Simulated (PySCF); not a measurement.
**Electron correlation in Ru⁺ (ruthenium, charge +1)**

[Kr] 4d7, high-spin 4F determinant. Computed with PySCF 2.14 in x2c-TZVPPall with one added diffuse shell each of s, p, d, f type (9s7p7d3f1g, 95 functions), with the spin-free X2C one-electron Hamiltonian (Gaussian nucleus). Frozen: [Kr]; 7 electrons correlated.

| level | correlation energy (mhartree) |
| --- | --- |
| CCSD | -160.28 |
| (T) | -5.11 |
| CCSD(T) | -165.39 |

Diagnostics: T1 = 0.0036, D1 = 0.0054, largest double amplitude 0.024.

Cost of the coupled-cluster step: of the order of 20 core-seconds, for 7 correlated electrons.
